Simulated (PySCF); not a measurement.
**[Y(NH3)3]3+ at several levels of theory**

Computed with PySCF 2.14.0 (density fitting, no spin-orbit coupling) at the geometry relaxed with PBE0:

```xyz
13
[Y(NH3)3]3+ (singlet)
Y     0.0000    0.0000   -0.5760
N     2.2613   -0.0004    0.1009
H     2.4846   -0.5537    0.9490
H     2.9265   -0.3787   -0.6009
H     2.6650    0.9294    0.3189
N    -1.1303    1.9586    0.1009
H    -0.7628    2.4286    0.9490
H    -1.1353    2.7238   -0.6009
H    -2.1374    1.8433    0.3189
N    -1.1310   -1.9582    0.1009
H    -1.7218   -1.8749    0.9490
H    -1.7912   -2.3451   -0.6009
H    -0.5276   -2.7727    0.3189
```

| level | basis | state | HOMO (eV) | gap (eV) | charge on Y1 (e) | dipole about the centre of mass (D) | largest force component (eV/Å) |
| --- | --- | --- | --- | --- | --- | --- | --- |
| PBE0 | Y def2-SVP with ECP28, N def2-SVP, H def2-SVP | singlet | -24.81 | 8.20 | 1.72 | 1.21 | 0.01 |
| BLYP | the same | singlet | -23.10 | 5.47 | 1.59 | 1.37 | 0.41 |
| PBE0 | Y def2-TZVP with ECP28, N def2-TZVP, H def2-TZVP | singlet | -24.76 | 8.19 | 1.88 | 1.18 | 0.37 |

Charges are Mulliken's, which hang on the basis. The relaxation used the grid (50, 194), these runs (75, 302) or, all-electron (x2c bases, spin-free X2C Hamiltonian), (99, 590).

Question: What does CAM-B3LYP with Y def2-SVP with ECP28, N def2-SVP, H def2-SVP give here?

Answer: state singlet, HOMO (eV) -26.23, gap (eV) 10.55, charge on Y1 (e) 1.72, dipole about the centre of mass (D) 1.15, largest force component (eV/Å) 0.05. Time: 25 s on 2 threads of Intel(R) Xeon(R) Processor @ 2.50GHz (Skylake/Cascade Lake), with other jobs on the host, from an already converged density.

In the first row's basis the gap widens with exact exchange: 5.5 eV for BLYP (none); 8.2 eV for PBE0 (a fixed share); 10.6 eV for CAM-B3LYP (rising or full at long range).

No frequency check is given that shows the relaxed geometry to be a minimum, and it was reached by following one of several unstable modes of a saddle point.
